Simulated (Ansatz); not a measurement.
Molecule: C3H10GeN (charge 0, doublet). It need not be the lowest isomer of its formula. SMILES: [CH2]C[N]([GeH3])C
Structure (B3LYP-D3(BJ)/def2-TZVP (Ansatz, a quantum-chemistry and plane-wave program) minimum search):
```xyz
15

C      2.6839     0.5452    -0.8732
C      1.6449     0.2109     0.1346
N      0.2882     0.3690    -0.3799
C     -0.0714     1.7587    -0.6219
Ge    -1.0213    -0.6963     0.3808
H      3.6735     0.8563    -0.5678
H      2.4958     0.3462    -1.9195
H      1.7682    -0.8380     0.4482
H      1.8115     0.8099     1.0476
H     -0.0626     2.3732     0.2929
H     -1.0683     1.8184    -1.0611
H      0.6306     2.2114    -1.3270
H     -0.4989    -2.1415     0.3510
H     -2.2877    -0.5276    -0.4738
H     -1.3428    -0.2995     1.8461
```
Charge 0, spin multiplicity 2.

Computed values are from Ansatz. Correlated levels leave the core frozen unless marked. Open shells are spin-unrestricted. Spin-orbit coupling is left out. The frozen core is the preceding noble-gas configuration, with the filled d and f shells of earlier blocks. No relativistic terms. Basis-set limits of correlation are two-point, X^-3; Hartree-Fock from the larger set.

| Item | Value |
|---|---|
| atomisation energy De | 1236.0 kcal/mol at CCSD(T)/CBS(cc-pVTZ,cc-pVQZ) |
| total energy | -2250.3022 Eh at CCSD(T)/CBS(cc-pVTZ,cc-pVQZ) |
| dipole moment | 0.48 D at CCSD(T)/aug-cc-pVDZ |
| T1 diagnostic | 0.012 at CCSD/cc-pVQZ |
